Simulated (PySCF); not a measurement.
HCl3Ge (SMILES [Cl][GeH]([Cl])[Cl]), singlet, at a GFN2-xTB geometry. Base run: HF/6-31G* (PySCF).

Geometry (Å):
```xyz
5

Ge    -0.0298    -0.0021     0.4168
Cl    -0.2015     1.9737    -0.3055
Cl     1.8364    -0.7917    -0.1738
Cl    -1.5708    -1.1775    -0.4192
H     -0.1383    -0.0097     1.9362
```
Charge 0, spin multiplicity 1.
All else is at PySCF's defaults.

Variants of this job, named by their change:

```tsv
change	E (Eh)	HOMO (eV)	HOMO-LUMO gap (eV)	dipole (D)	core-seconds (rough)
base	-3454.22919	-12.80	15.51	1.74	5
functional = bhandhlyp	-3457.96385	-10.66	10.44	1.62	10
functional = mn12l	?	?	?	1.60	10
functional = pbe0	-3457.27041	-9.39	8.10	1.55	10
functional = m062x	-3457.92505	-10.74	10.82	1.60	10
functional = x3lyp	-3457.81723	-9.10	7.63	1.51	10
functional = tpssh	?	?	?	?	20
functional = r2scan	-3457.88281	-8.35	6.28	1.53	20
functional = b97m_v	?	?	?	?	200
functional = b3lyp	-3458.06398	-9.05	7.47	1.51	10
functional = lc_wpbe	?	?	?	?	50
functional = revpbe	-3457.56254	-7.88	5.69	1.42	10
functional = pbe0; dispersion = d3bjm	-3457.28636	-9.39	8.10	1.55	10
```

Question: Some entries are withheld; supply them.

Answer: 
- functional = mn12l, E (Eh): -3456.99672
- functional = mn12l, HOMO (eV): -8.68
- functional = mn12l, HOMO-LUMO gap (eV): 6.84
- functional = tpssh, E (Eh): -3457.99401
- functional = tpssh, HOMO (eV): -8.64
- functional = tpssh, HOMO-LUMO gap (eV): 6.86
- functional = tpssh, dipole (D): 1.47
- functional = b97m_v, E (Eh): -3457.24224
- functional = b97m_v, HOMO (eV): -8.45
- functional = b97m_v, HOMO-LUMO gap (eV): 6.43
- functional = b97m_v, dipole (D): 1.46
- functional = lc_wpbe, E (Eh): -3457.32630
- functional = lc_wpbe, HOMO (eV): -12.23
- functional = lc_wpbe, HOMO-LUMO gap (eV): 13.26
- functional = lc_wpbe, dipole (D): 1.66

Total energies compare only within one method and basis.
